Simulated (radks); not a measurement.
Spherical quantum dot in the effective-mass picture: electrons in a parabolic well V = omega^2 r^2 / 2 with omega = 0.19, all in effective atomic units (hartree* = m*/eps^2 hartree, bohr* = eps/m* bohr), one dielectric constant everywhere. Calculated with a radial shooting solver with Libxc functionals: non-relativistic Kohn-Sham, LDA (Slater exchange, Perdew-Wang correlation), spin-polarised, spherical densities. Levels are named by radial order and angular momentum (1s, 1p, 1d, 2s, ...), and open shells are averaged over m.

N = 2, configuration 1s2. This is the lowest configuration that the search found. Occupied and some empty levels:

| level | occupation | eigenvalue (hartree*) | <r> (bohr*) |
|---|---|---|---|
| 1s | 2 | 0.68655 | 2.989 |
| 1p | 0 | 0.83082 | 3.775 |
| 1d | 0 | 0.99074 | 4.398 |
| 2s | 0 | 1.0190 | 4.026 |

Energy (hartree*): total 0.869918, kinetic 0.21950, external 0.37384, Hartree 0.60044, exchange-correlation -0.32387. Static polarisability (adiabatic kernel): 55.40 bohr*^3, against N/omega^2 = 55.40 from the generalised Kohn theorem.
